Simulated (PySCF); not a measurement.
Compound: aluminum bromide, AlBr₃.
SMILES: `[Br][Al]([Br])[Br]`

The calculation used PySCF 2.14.0, density-fitted response routines, TDDFT PBE0/def2-SVPD, vertical, gas phase, core orbitals frozen in the response. Geometry: PBE0-D3(BJ)/def2-SVP; no solvent, vibrations or thermal averaging. The PBE0/def2-SVPD calculation is non-relativistic and has no spin–orbit coupling, an omission that weighs most on bromine.

| state | E (eV) | E (hartree) | f | \|μ\| (D) | main configurations (H = HOMO, L = LUMO) |
| --- | --- | --- | --- | --- | --- |
| S1 | 5.67 | 0.2083 | 0.0000 | 0.03 | H→L (99%) |
| S2 | 5.75 | 0.2112 | 0.0000 | 0.00 | H→L+1 (100%) |
| S3 | 6.06 | 0.2229 | 0.0000 | 0.01 | H-1→L (99%) |
| S4 | 6.08 | 0.2235 | 0.0000 | 0.01 | H-2→L (99%) |
| S5 | 6.26 | 0.2301 | 0.013 | 0.75 | H-3→L (75%), H-1→L+1 (23%) |
| S6 | 6.28 | 0.2307 | 0.013 | 0.74 | H-4→L (74%), H-2→L+1 (24%) |
| S7 | 6.32 | 0.2324 | 0.0000 | 0.02 | H-3→L+1 (99%) |
| S8 | 6.34 | 0.2329 | 0.0000 | 0.03 | H-4→L+1 (99%) |
| S9 | 6.55 | 0.2406 | 0.135 | 2.33 | H-1→L+1 (70%), H-3→L (22%) |
| S10 | 6.57 | 0.2415 | 0.139 | 2.36 | H-2→L+1 (69%), H-4→L (23%) |

Triplets (Tamm–Dancoff): T1 5.41 eV, H→L (98%); T2 5.64 eV, H→L+1 (99%); T3 5.80 eV, H-1→L (94%); T4 5.81 eV, H-2→L (94%).

The lowest singlet comes at 219 nm (547 kJ/mol) in the ultraviolet; it is dark (f under 0.0005); its leading configuration is HOMO→LUMO (99%). The largest oscillator strength of a single state is 0.139. Löwdin shares by element: HOMO bromine 100%; LUMO bromine 57%, aluminium 43%. The oscillator strengths of these states sum to 0.300; summed over the whole spectrum of an exact calculation they would give the number of electrons, 118 (Thomas–Reiche–Kuhn). The listed states span 0.90 eV, and the widest gap between neighbours is 0.32 eV (S2 to S3). Orbital energies (eV): HOMO-3 -9.28, HOMO-2 -9.15, HOMO-1 -9.13, HOMO -8.66, LUMO -1.74, LUMO+1 -1.58, LUMO+2 0.37. The vertical ionisation energy (ΔSCF) is 10.54 eV, 3.97 eV above S10. Only the lowest 10 singlets were computed, as vertical energies without vibronic structure.

The run took 1.7 min wall (grids of density and orbitals included) on one thread of an Intel Xeon Platinum 8488C, no GPU, shared host with 192 logical CPUs at a one-minute load of 47, and the process peaked at 0.76 GiB of memory.
